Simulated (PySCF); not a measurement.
# Spinor energies of Tb³⁸⁺ (terbium, charge +38)

Start: [Ar] 3d9; 3d3/2 filled at m_j = -1/2, +1/2, +3/2; 3d5/2 filled at m_j = -5/2, -3/2, -1/2, +1/2, +3/2, +5/2. Calculated with PySCF 2.14 in an uncontracted even-tempered set (16 s from 7.7 bohr⁻², ratio 2.8; 13 p from 10 bohr⁻², ratio 2.8; 8 d from 10 bohr⁻², ratio 2.8; 3 f from 39 bohr⁻², ratio 3): generalised Hartree-Fock with the X2C-1e Hamiltonian and a Gaussian nucleus; one run each with spin-orbit coupling (SO) screened by Boettger's factors, then bare. This is a chosen level, not necessarily the ground level.

```csv
spinor shell,electrons,"ε, screened SO (eV)","ε, bare SO (eV)",weight of nominal j (bare SO),"rms radius, bare SO (bohr)"
1s1/2,2,-53983.1,-53982.6,1.000,0.0245
2s1/2,2,-10470.9,-10470.9,1.000,0.0987
2p1/2,2,-10025.1,-10044.5,1.000,0.0842
2p3/2,4,-9273.7,-9266.9,1.000,0.0909
3s1/2,2,-3566.1,-3566.1,1.000,0.249
3p1/2,2,-3371.2,-3375.4,1.000,0.240
3p3/2,4,-3208.7,-3207.3,1.000,0.253
3d3/2,3,-2898.7,-2902.9,0.998,0.222
3d5/2,6,-2862.9,-2860.4,0.999,0.226
```

```json
{"quantity": "E (hartree)", "screened SO": "-10783.66728", "bare SO": "-10784.08716"}
{"quantity": "M_J", "screened SO": "3/2", "bare SO": "3/2"}
{"quantity": "⟨J²⟩", "screened SO": "3.750", "bare SO": "3.750"}
{"quantity": "⟨L²⟩", "screened SO": "6.034", "bare SO": "6.037"}
{"quantity": "⟨S²⟩", "screened SO": "0.784", "bare SO": "0.786"}
```

Each row is a mean over spinors that exchange with the open shell spreads, by up to 20.655 eV (3p1/2).

Breit and QED terms are absent; they matter most for the inner s and p1/2 levels.

Densities and radii are taken from the X2C orbitals without a picture-change correction, which distorts them close to the nucleus.
